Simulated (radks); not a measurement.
The argon ion Ar+, configuration [Ne] 3s2 3p5. All-electron calculation, non-relativistic Kohn-Sham, LDA (Slater exchange, Perdew-Wang correlation), spin-polarised, spherical densities, point nucleus; open shells are filled with parallel spins first. Program: a radial shooting solver on a logarithmic mesh with Libxc functionals.

Local quantities along the radius. ELF = 1/(1 + alpha^2) is the electron localisation function; alpha = (tau - tau_W)/tau_unif compares the Pauli kinetic energy density with that of the uniform gas (summed over spins).

```
   r/bohr * ELF (the largest magnitude, 1, reaches the edge; | marks zero)
 0.005747 |                                                      *
 0.007306 |                                                      *
 0.009287 |                                                      *
  0.01181 |                                                      *
  0.01501 |                                                      *
  0.01908 |                                                      *
  0.02426 |                                                      *
  0.03083 |                                                      *
   0.0392 |                                                      *
  0.04983 |                                                     *
  0.06335 |                                                    *
  0.08053 |                                             *
   0.1024 |                           *
   0.1301 |              *
   0.1654 |               *
   0.2103 |                             *
   0.2674 |                                          *
   0.3399 |                                              *
   0.4321 |                                            *
   0.5493 |                          *
   0.6983 |     *
   0.8877 |             *
    1.128 |                                         *
    1.435 |                                               *
    1.824 |                                             *
    2.318 |                                   *
    2.947 |                *
    3.747 |  *
    4.763 *
```

On this mesh the ELF has minima near r = 0.15, 0.70 bohr, which separate the shells, and maxima near 0.34 (0.86), 1.4 (0.87).
